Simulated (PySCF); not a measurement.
ZrSBr2 (singlet). Level of theory: PBE0 in PySCF with Zr def2-SVP with ECP28, S def2-SVP, Br def2-SVP; scalar-relativistic core potentials, no spin–orbit coupling; density-fitted integrals.

Harmonic bands of its minimum:

```json
{"ω (cm⁻¹)": "45", "IR (km/mol)": "14.5"}
{"ω (cm⁻¹)": "78", "IR (km/mol)": "5.4"}
{"ω (cm⁻¹)": "106", "IR (km/mol)": "0.3"}
{"ω (cm⁻¹)": "255", "IR (km/mol)": "20.0"}
{"ω (cm⁻¹)": "323", "IR (km/mol)": "79.2"}
{"ω (cm⁻¹)": "560", "IR (km/mol)": "84.5"}
```

Question: The central atom is Zr. Infer the point group and assign the bands.

Answer: Cs. The modes span 4a' + 2a'': 45 a', 78 a', 106 a'', 255 a', 323 a'', 560 a'. The computed geometry has Zr–Br 2.502 Å (×2), Zr–S 2.187 Å; Br–Zr–Br 119.7°, Br–Zr–S 112.7° (×2).

Stability towards spin polarisation was not tested. Other isomers or separated fragments may lie lower.
